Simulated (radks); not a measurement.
Problem. The mean radii <r> (bohr) of the occupied orbitals of an atom or ion are listed with their occupations. Calculated with a radial shooting solver on a logarithmic mesh with Libxc functionals: scalar-relativistic Kohn-Sham, PBEsol, spin-polarised, spherical densities, finite nucleus; Fermi nuclear charge, rms radius of each element as measured or else 0.836 A^(1/3) + 0.57 fm.

orbital  occ.      <r>
1s down     1  0.02002
1s up       1  0.02002
2s up       1  0.08493
2s down     1  0.08493
2p up       3  0.07545
2p down     3  0.07545
3s up       1   0.2208
3s down     1   0.2207
3p up       3   0.2200
3p down     3   0.2199
3d up       5   0.1995
3d down     5   0.1995
4s up       1   0.4771
4s down     1   0.4771
4p up       3   0.4976
4p down     3   0.4976
4d up       5   0.5137
4d down     5   0.5136
4f up       1   0.5114
5f up       1    1.104

Name the element and its charge. Open shells, if any, are filled with parallel spins first.

Solution. Z = 69, thulium, charge +21: Tm21+ in [Kr] 4d10 4f1 5f1. The 1s radius gives Z: for a bare nucleus <r> = (2 gamma + 1)/(2Z) with gamma = sqrt(1 - (Z/c)^2), 0.01977 bohr for Z = 69, and screening makes it slightly larger (0.02002 here). The occupations add up to 48, and the charge is Z minus that.
